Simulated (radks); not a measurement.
The numbers below are computed, except where a source is named.
Isoelectronic series with 15 electrons, each ion in its NIST ground configuration. Code: a radial shooting solver on a logarithmic mesh with Libxc functionals. Model: scalar-relativistic Kohn-Sham, PBE, spin-polarised, spherical densities, finite nucleus; open shells are filled with parallel spins first (spin-orbit coupling, left out, can overturn this in heavy ions); Fermi nuclear charge, rms radius of each element as measured or else 0.836 A^(1/3) + 0.57 fm. Total energies (hartree) and mean radii <r> (bohr):

ion    configuration  E (hartree)   3p up  3s down   3s up
P       [Ne] 3s2 3p3   -341.97064   2.327    1.904   1.892
Ar3+    [Ne] 3s2 3p3   -526.14306   1.387    1.296   1.286
Sc6+    [Ne] 3s2 3p3   -752.27557   1.017   0.9903  0.9840
Cr9+    [Ne] 3s2 3p3  -1020.55969  0.8083   0.8040  0.7996
Co12+   [Ne] 3s2 3p3  -1331.31777  0.6723   0.6773  0.6741
Zn15+   [Ne] 3s2 3p3  -1684.95395  0.5760   0.5852  0.5828
As18+   [Ne] 3s2 3p3  -2081.94335  0.5039   0.5150  0.5131
Kr21+   [Ne] 3s2 3p3  -2522.83185  0.4479   0.4596  0.4581
Mo27+   [Ne] 3s2 3p3  -3538.84609  0.3662   0.3776  0.3765
Rh30+   [Ne] 3s2 3p3  -4115.43554  0.3354   0.3463  0.3454
Cd33+   [Ne] 3s2 3p3  -4738.85857  0.3093   0.3195  0.3187
Sb36+   [Ne] 3s2 3p3  -5410.06713  0.2869   0.2963  0.2957
Xe39+   [Ne] 3s2 3p3  -6130.10492  0.2674   0.2760  0.2755
